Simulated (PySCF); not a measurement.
Molecule: C4H8Sn, SMILES C=[CH][SnH2][CH]=C. Atoms near the plane z = 0.0 Å, at the B3LYP/def2-SVP optimised geometry (x, y, z in Å): Sn1 (-1.1, 0.5, 0.0), C2 (1.1, 0.5, 0.0), C3 (1.8, -0.1, 0.9), H7 (-1.7, 2.1, 0.0), H8 (1.6, 1.0, -0.8), H9 (2.9, -0.1, 0.9), H13 (-2.9, -2.1, -0.7).

Level of theory: PySCF with B3LYP/def2-TZVP, def2 effective core potentials past Kr. The core electrons that the potentials of Sn replace are not part of the density. Cells within 0.4 Å of a nucleus heavier than hydrogen are left out (blank, or x). The values are rescaled to run from 0 to 1.

```
|555555555555555555555555555|
|555555555555555555555555555|
|555555555555555555555555555|
|555555555555555555555555555|
|555555555555555555555555555|
|555555555555555555555555555|
|555555555555555555555555555|
|555555554255555555555555555|
|555555554045555555555555555|
|555555554455555555555555555|
|555555555999655555555555555|
|5555555589x09547x4555555555|
|5555555590xx954xx4555555555|
|555555556939955434555555555|
|555555555687555555555555555|
|555555555555555555555555555|
|555555555555555555555555555|
|555555555555555555555555555|
|555555555555555555555555555|
|555555555555555555555555555|
|555555555555555555555555555|
|555555555555555555555555555|
|555555555555555555555555555|
|555555555555555555555555555|
|555555555555555555555555555|
|555555555555555555555555555|
|555555555555555555555555555|
```
Scale: ten equal steps from 0.000 (start of '0') to 1.00 (end of '9'), in the order '0123456789'; x runs from -5.00 to 5.00, y from -5.00 (bottom) to 5.00 (top).

Q: Which quantity is mapped?
A. log10 of the electron density
B. Laplacian of the electron density
C. electron localisation function
D. electrostatic potential

A: B, Laplacian of the electron density. In full: Laplacian of the electron density (e/bohr⁵), clipped to [-1.50, 1.50].
